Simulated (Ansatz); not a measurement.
The first iterations of a band of AlClH$_{5}$NO (9 atoms, charge 0, multiplicity 1).

These are results of RKS r2SCAN/def2-SVP (Ansatz 0.2.0), not measurements.

```
movable images  : 7
climbing image  : yes
spring          : 5.0 eV/Å²
optimiser       : quadratic models (default)
start path      : through a guess of the saddle point
force threshold : 0.03 eV/Å
iteration limit : 60
end points      : relaxed
```

Image 0:

```xyz
9
Properties=species:S:1:pos:R:3
Al -0.122 -0.034 0.249
H -0.259 -0.961 1.533
O 1.418 0.207 -0.503
H 1.871 -0.442 -1.046
Cl -1.839 0.004 -1.055
N -0.188 1.876 0.924
H -0.978 2.377 0.510
H 0.677 2.307 0.582
H -0.229 1.995 1.938
```

Image 8:

```xyz
9
Properties=species:S:1:pos:R:3
Al -0.038 0.688 -0.211
H -0.184 -0.540 1.889
O 1.505 0.022 -0.457
H 1.691 -0.814 -0.890
Cl -1.772 -0.310 -0.883
N -0.177 2.324 0.433
H -1.045 2.842 0.519
H 0.610 2.915 0.676
H -0.240 0.203 2.058
```

| iteration | highest image above the first end (eV) | largest band force component (eV/Å) |
| --- | --- | --- |
| 1 | 3.202 | 4.555 |
| 2 | 1.731 | 3.399 |
| 3 | 1.415 | 8.490 |

Question: Does the band converge within its limit, and where does its top end?

Answer: The run converged. It ended after 11 iterations with the highest image 1.365 eV above the first end. A vibrational analysis at the climbing image gives one clearly imaginary mode, 1045i cm⁻¹: a first-order saddle point. The orbitals stay closed-shell, which can raise the energy where a bond breaks towards radicals; this wasn't checked here.

The run took 2.1 min on 2 threads of Intel(R) Xeon(R) 6975P-C (Granite Rapids), with other jobs on the host, peak memory 0.17 GiB.
